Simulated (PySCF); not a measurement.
Species: C8H6S.
SMILES with atom numbers: `[cH:1]1[cH:2][cH:3][c:4]2[cH:5][s:6][cH:7][c:8]2[cH:9]1` (hydrogens: H10 on C1; H11 on C2; H12 on C3; H13 on C5; H14 on C7; H15 on C9)

A GFN2-xTB structure was refined with PySCF, PBE0/def2-SV(P) geometry optimisation, gas phase. Its GFN2-xTB values:

```csv
coordinate,GFN2-xTB
C1–C2,1.418 Å
C1–C9,1.360 Å
C1–H10,1.080 Å
C3–C4,1.417 Å
C3–H12,1.080 Å
C4–C5,1.375 Å
C4–C8,1.440 Å
C5–S6,1.708 Å
C5–H13,1.071 Å
C2–C1–C9,121.3°
C2–C3–C4,119.2°
C3–C4–C5,128.7°
C3–C4–C8,119.4°
C4–C5–S6,111.9°
C5–C4–C8,111.9°
C5–S6–C7,92.4°
```

**Question.** How do these coordinates change at the PBE0/def2-SV(P) level?

**Answer.** 
| coordinate | PBE0/def2-SV(P) (Å or °) | change |
| --- | --- | --- |
| C5–H13 | 1.090 | +0.019 |
| C1–H10 | 1.094 | +0.014 |
| C3–H12 | 1.094 | +0.014 |
| C4–C5 | 1.389 | +0.014 |
| C1–C2 | 1.430 | +0.012 |
| C3–C4 | 1.428 | +0.011 |
| C1–C9 | 1.369 | +0.009 |
| C4–C8 | 1.448 | +0.008 |
| C5–S6 | 1.701 | -0.007 |
| C5–S6–C7 | 93.8 | +1.4 |
| C4–C5–S6 | 111.2 | -0.7 |
| C2–C3–C4 | 119.4 | +0.2 |
| C2–C1–C9 | 121.2 | -0.1 |
| C3–C4–C5 | 128.8 | +0.1 |
| C3–C4–C8 | 119.4 | 0.0 |
| C5–C4–C8 | 111.9 | 0.0 |

The energy falls by 1.3 kcal/mol over 5 energy and gradient evaluations, the largest force component goes from 0.0142 to 8.7e-05 Eh/bohr, and the atoms move by 0.022 Å rms after alignment. Among the bonds, C5–H13 and C7–H14 change most and about equally (+0.019 Å). Bonds longer at the end by more than 0.005 Å: 14 of 16; shorter: 2. Rotational constants go from 3744, 1161, 886.3 to 3688, 1152, 878.0 MHz.

The run used 142 basis functions and 31 SCF cycles in all.

Stationary, but not proved a minimum.
